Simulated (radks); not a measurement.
Values are calculated unless marked as measured or tabulated.
Coulomb parameter of the 3d shell of the copper ion Cu3+ in the model configuration [Ar] 3d6.5 4p1.5, as a second difference U = [E(n + 1) + E(n - 1) - 2 E(n)] / (1)^2 with all orbitals relaxed. "Bare": the charge of the atom changes with n. "Screened": the 4p shell takes up the change at fixed total charge, which measures U(3d,3d) + U(4p,4p) - 2 U(3d,4p). Level of theory: scalar-relativistic Kohn-Sham, PBE, spin-unpolarised, spherical densities, finite nucleus; Fermi nuclear charge, rms radius 3.8823 fm (a radial shooting solver on a logarithmic mesh with Libxc functionals).

| case | configuration | E - E(n) (eV) |
|---|---|---|
| start | [Ar] 3d6.5 4p1.5 | 0.000 |
| bare +1 | [Ar] 3d7.5 4p1.5 | -52.670 |
| bare -1 | [Ar] 3d5.5 4p1.5 | 74.928 |
| screened +1 | [Ar] 3d7.5 4p0.5 | -29.393 |
| screened -1 | [Ar] 3d5.5 4p2.5 | 36.698 |

U(bare) = 22.258 eV, U(screened by 4p) = 7.305 eV, against the Slater integral F0(3d,3d) = 31.497 eV with frozen orbitals.
